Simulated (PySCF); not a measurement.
CH₆FNOSi, SMILES C[Si](N)(O)F. Atoms are numbered in the order given.

```xyz
11

C      1.2647    -1.3151     0.1261
Si    -0.0290     0.0098     0.0046
N     -1.4125    -0.5758    -0.7972
O     -0.5465     0.6249     1.4565
F      0.6874     1.2761    -0.7535
H      1.5228    -1.7042    -0.8724
H      0.9068    -2.1550     0.7411
H      2.1891    -0.9224     0.5777
H     -1.3612    -1.2405    -1.5591
H     -2.2946    -0.0776    -0.7718
H     -0.0724     1.3996     1.7739
```
Charge 0, spin multiplicity 1.

Geometry: ωB97X-D3(BJ)/def2-SVP. This is a generated structure with no PubChem entry under its InChIKey; it may be hypothetical. The values are those of a single conformer.

Two levels are set side by side: PBE/pcSseg-1 (PySCF) and KT2/pcSseg-1 (PySCF). GIAO shifts against CFCl3 (¹⁹F), H2O (¹⁷O), NH3 (¹⁵N), TMS (²⁹Si), TMS (¹H), TMS (¹³C) at the same level; non-relativistic, no solvent, atoms listed together averaged. Differences are taken from unrounded values.

| quantity | PBE |
|---|---|
| δ(¹³C) of C1 (ppm) | -2.4 |
| δ(²⁹Si) of Si2 (ppm) | -18.7 |
| δ(¹⁵N) of N3 (ppm) | 35.9 |
| δ(¹⁷O) of O4 (ppm) | 56.5 |
| δ(¹⁹F) of F5 (ppm) | -150.1 |
| δ(¹H) of H11 (ppm) | 1.50 |

### Question
These are the PBE values. What does KT2 give? (An estimate is asked for; the answer gives what the named calculation found.)

### Answer

```json
[
 {"quantity": "δ(¹³C) of C1 (ppm)", "KT2": "-2.5", "PBE minus KT2": "0.1"},
 {"quantity": "δ(²⁹Si) of Si2 (ppm)", "KT2": "-16.7", "PBE minus KT2": "-2.0"},
 {"quantity": "δ(¹⁵N) of N3 (ppm)", "KT2": "33.4", "PBE minus KT2": "2.5"},
 {"quantity": "δ(¹⁷O) of O4 (ppm)", "KT2": "53.1", "PBE minus KT2": "3.4"},
 {"quantity": "δ(¹⁹F) of F5 (ppm)", "KT2": "-155.8", "PBE minus KT2": "5.8"},
 {"quantity": "δ(¹H) of H11 (ppm)", "KT2": "1.52", "PBE minus KT2": "-0.02"}
]
```

Rough cost on one machine, each run with all the roots and properties that it gave: KT2 against PBE within a factor of 2.
